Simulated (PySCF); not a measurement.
Structure problem from calculated spectra and properties.

Formula: C6H12BN.

- Polarisability: 100.3 au [PBE0/def2-SVPD]
- Dipole: 7.30 D [PBE0/def2-SVPD]
- 1H NMR: chemical shifts (computed TMS as zero) by class: 2.28 (2 H), 2.20 (3 H), 1.96 (1 H), 1.75 (1 H), 1.73 (2 H), 1.72 (1 H), 1.69 (2 H) ppm [GIAO PBE0/pcSseg-1]
- Valence photoelectron: vertical ionisation energy: 8.58 eV [ΔSCF PBE0/def2-SVPD]
- Triplet: lowest triplet excitation (Tamm–Dancoff): 4.75 eV [TDA PBE0/def2-SVPD]
- NMR, other nuclei: isotropic shieldings of nuclei other than C and H, by class: 125 (1 B), 26 (1 N) ppm [GIAO PBE0/pcSseg-1]
- 13C NMR: chemical shifts (computed TMS as zero) by class: 115.5 (1 C), 30.5 (1 C), 30.2 (2 C), 24.6 (1 C), 2.0 (1 C) ppm [GIAO PBE0/pcSseg-1]
- Rotational structure: rotational constants A, B, C: 5.419, 0.863, 0.780 GHz [PBE0-D3(BJ)/def2-SVP]
- UV, first state: lowest singlet excitation: 5.12 eV (242 nm, f = 0.005) [TDDFT PBE0/def2-SVPD]
- UV, strongest line: among the 10 lowest singlet transitions: S5 at 5.97 eV (208 nm, f = 0.277) [TDDFT PBE0/def2-SVPD]

Gas-phase values; electronic properties from PySCF, density fitting. Levels stand in brackets. The structure is a single PBE0-D3(BJ)/def2-SVP conformer in the gas phase; no vibrational or solvent corrections. Each NMR value is the plain mean over a class of atoms that symmetry, rotation or inversion makes alike.

Problem. Propose a structure and show how it fits.

Solution. Numbering: `[CH3:1][C:2]#[N+:3][BH2-:4][CH:5]1[CH2:6][CH2:7][CH2:8]1`. 6 carbons fall into 5 classes; from least to most shielded: triply bonded carbon [C2] (115.5 ppm), ring sp3 carbon bound to boron [C5] (30.5 ppm), four-membered-ring carbon [C6/C8] (30.2 ppm, 2 C), four-membered-ring carbon [C7] (24.6 ppm), methyl carbon [C1] (2.0 ppm). Hydrogen classes from least to most shielded: 2 H on a four-coordinate boron, B4 (2.28 ppm), 3 H on a methyl carbon, C1 (2.20 ppm), 1 H on a four-membered-ring carbon, C7 (1.96 ppm), 1 H on a four-membered-ring carbon, C7 (1.75 ppm), 2 H on 2 four-membered-ring carbons, C6/C8 (1.73 ppm), 1 H on an sp3 carbon bound to boron, C5 (1.72 ppm), 2 H on 2 four-membered-ring carbons, C6/C8 (1.69 ppm). The other shieldings belong to: 125 ppm, four-coordinate boron [B4]; 26 ppm, nitrogen bonded to B and C [N3]. The first electron is taken from the HOMO, whose largest Löwdin shares are 0.24 on the sp3 carbon bound to boron, 0.21 on the four-coordinate boron, 0.11 on a four-membered-ring carbon and 0.10 on a four-membered-ring carbon. The optimised geometry has point group C1 and is an asymmetric top. Structure: `CC#[N+][BH2-]C1CCC1`. The assignments are read from this structure; whether some other isomer fits the data as well wasn't checked.

Shape of the structure used: `[CH3:1][C:2]#[N+:3][BH2-:4][CH:5]1[CH2:6][CH2:7][CH2:8]1`: N3–B4–C5–C6 67°.
